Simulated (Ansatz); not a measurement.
Consider the cleavage of the B–Si bond: `B[Si](O)(F)[SiH3]` + `BNCC` → `BN(B)CC` + `O[SiH](F)[SiH3]`.

Isolated molecules relaxed with PBE0-D4/def2-TZVP in Ansatz; ΔE leaves out vibrations. CCSD(T)/CBS is the MP2 limit (def2-TZVPP, def2-QZVPP) plus CCSD(T) − MP2 in def2-TZVPP, frozen cores. Functionals use def2-TZVPP. B3LYP here is the variant with VWN-RPA as its local correlation; programs differ in this. Each species was taken in one conformer, which may not be the lowest.

(1) Is it downhill or uphill in electronic energy at CCSD(T)/CBS, and by how much? (Estimate.)

(2) What do these levels give: r2SCAN-D4, PBE0-D4, B3LYP-D4, B2PLYP, r2SCAN, B3LYP, HF/def2-TZVPP, MP2/def2-TZVPP, SCS-MP2/def2-QZVPP, HF/CBS(def2), MP2/CBS(def2), CCSD/CBS(def2)? (Best estimate.)

Largest T1 diagnostic among the species: 0.013.

Answers

(1) Ansatz gave: Downhill: ΔE = -130.6 kJ/mol.

(2) Computed: r2SCAN-D4 -123.6, PBE0-D4 -120.2, B3LYP-D4 -126.6, B2PLYP -131.0, r2SCAN -123.3, B3LYP -124.5, HF/def2-TZVPP -134.9, MP2/def2-TZVPP -140.7, SCS-MP2/def2-QZVPP -138.5, HF/CBS(def2) -136.1, MP2/CBS(def2) -140.1, CCSD/CBS(def2) -130.0 kJ/mol.

From PBE to PBE0 (25 % exact exchange), in def2-TZVPP and without D4, ΔE moves by −5.8 kJ/mol.
